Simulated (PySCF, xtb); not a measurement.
Al(H)(Br)(OH) (AlBrH2O), SMILES [AlH]([Br])[OH].

GFN2-xTB (xtb) at its own geometry gives an orbital gap of 4.98 eV and a dipole moment of 4.91 D.

The structure is a stationary point at r2SCAN-D4/def2-TZVP. One conformer was computed; it need not be the lowest.

Task: What does PBE/def2-TZVPD run with PySCF give? (The exact figures need the calculation; the answer reports its results.)

Result: gap 5.61 eV (levels -7.33 and -1.72 eV), dipole 0.68 D.
